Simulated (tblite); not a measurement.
Compound: C₉H₁₄BN.
Atom-mapped SMILES: `[CH2:1]=[CH:2][c:3]1[cH:4][cH:5][c:6]([B:7]([CH3:8])[CH3:9])[n:10]1[CH3:11]` (hydrogens: H12, H13 on C1; H14 on C2; H15 on C4; H16 on C5; H17, H18, H19 on C8; H20, H21, H22 on C9; H23, H24, H25 on C11)

Computed with GFN2-xTB (tblite), gas phase: L-BFGS steps from a force-field or distance-geometry start until the largest atomic force falls under 0.01 eV/Å.

Geometry at step 5:
```
atom  x, y, z in Å
C1      3.2630    2.5491    0.5035
C2      2.6887    1.4490    0.0202
C3      1.2887    1.1410    0.1846
C4      0.2888    2.0309    0.5682
C5     -0.9068    1.3368    0.5556
C6     -0.6584    0.0181    0.1666
B7     -1.7555   -1.0202   -0.0973
C8     -1.5502   -2.2777   -1.0287
C9     -3.2024   -0.7703    0.4880
N10     0.7018   -0.0670   -0.0511
C11     1.4005   -1.2768   -0.3941
H12     4.3048    2.7559    0.3364
H13     2.7164    3.2670    1.0888
H14     3.3003    0.7680   -0.5574
H15     0.4172    3.0674    0.8081
H16    -1.8667    1.7540    0.7862
H17    -1.0568   -1.9950   -1.9553
H18    -0.9369   -3.0516   -0.5719
H19    -2.4916   -2.7507   -1.2969
H20    -3.1933   -0.6222    1.5660
H21    -3.9000   -1.5780    0.2802
H22    -3.6387    0.1324    0.0639
H23     2.4616   -1.2069   -0.1562
H24     1.0064   -2.1283    0.1600
H25     1.3083   -1.5007   -1.4584
```

Task: Give the atomic forces at this geometry.

Result: 
```csv
atom,Fx (eV/Å),Fy (eV/Å),Fz (eV/Å)
C1,-0.007,-0.046,0.012
C2,0.007,-0.009,0.002
C3,0.042,0.053,0.038
C4,0.042,0.017,-0.016
C5,-0.043,-0.009,0.071
C6,-0.067,-0.021,-0.012
B7,0.078,0.002,0.025
C8,0.024,-0.122,-0.122
C9,-0.113,0.081,0.075
N10,0.033,-0.009,-0.020
C11,0.094,-0.083,-0.015
H12,0.026,0.022,-0.011
H13,0.017,0.006,-0.002
H14,-0.075,-0.109,0.009
H15,0.045,0.007,-0.023
H16,-0.050,-0.066,0.010
H17,0.071,-0.054,-0.077
H18,0.030,-0.012,0.026
H19,-0.025,-0.010,-0.011
H20,0.032,0.045,0.027
H21,0.021,-0.042,-0.004
H22,0.005,0.042,0.002
H23,-0.031,0.174,0.040
H24,-0.121,0.095,0.056
H25,-0.034,0.047,-0.082
```

The largest, 0.18 eV/Å, acts on H23; the rms over all components is 0.055 eV/Å. The forces sum to zero within rounding, as they must for an isolated molecule in no field.

Task: Give the force on H23 in Eh/bohr and in nN.

Result: 0.181 eV/Å ÷ 51.422 = 0.00352 Eh/bohr, and 0.181 eV/Å × 1.602 = 0.29 nN.

Task: How far is this geometry from the end of the optimisation?

Result: 0.056 eV above it, and 0.242 Å rms away after alignment. The bonds farthest from their final lengths, with half the difference of the two atoms' forces along the bond (positive lengthens):

| bond | now (Å) | final (Å) | force along bond (eV/Å) |
| --- | --- | --- | --- |
| B7–C8 | 1.578 | 1.588 | +0.09 |
| C11–H24 | 1.090 | 1.085 | -0.01 |
| B7–C9 | 1.581 | 1.585 | +0.10 |
| C6–N10 | 1.380 | 1.376 | +0.05 |
| C4–C5 | 1.383 | 1.386 | +0.04 |
| C2–C3 | 1.443 | 1.440 | -0.02 |

The angle farthest from its final value is B7–C8–H17, 110.8° against 114.2°.

What follows is the cost of the whole relaxation. The run took 0.8 s on one thread, AMD EPYC 9R45 (x86_64) (shared host).
